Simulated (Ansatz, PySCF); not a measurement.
This PySCF input computes a r2SCAN/def2-TZVPD energy:

```python
from pyscf import gto, scf, dft

mol = gto.M(
    atom='''
    F    -0.00000000   -0.00000000   -1.31682833
    Ge    0.00000000    0.00000000    0.37035797
    ''',
    basis='def2-tzvpd',
    charge=1,
    spin=0,
    verbose=4,
)

mf = dft.RKS(mol, xc='r2scan').density_fit(auxbasis='def2-universal-jkfit')
mf.grids.level = 4
mf.conv_tol = 1e-9
mf.max_cycle = 100
mf.max_memory = 1500
mf.kernel()
if not mf.converged:
    mf = mf.newton()
    mf.kernel(mf.make_rdm1())
mf.analyze()
```

**Question.** Write an input for the same energy in Ansatz (a program for electronic structure) and say what it gives.

**Answer.** 
Ansatz 0.2 input:
```yaml
crystal:
  periodic: [false, false, false]
  atoms:
    - {symbol: F, position_ang: [-0.00000000, -0.00000000, -1.31682833]}
    - {symbol: Ge, position_ang: [0.00000000, 0.00000000, 0.37035797]}
basis:
  gaussian:
    orbitals: def2-TZVPD
hamiltonian:
  xc: {name: r2SCAN}
total_charge: 1
output: {forces: true}
```
It gives -2176.55170 Eh, and PySCF -2176.55178 Eh, a difference of 0.08 mEh, from the treatment of integrals and grids.
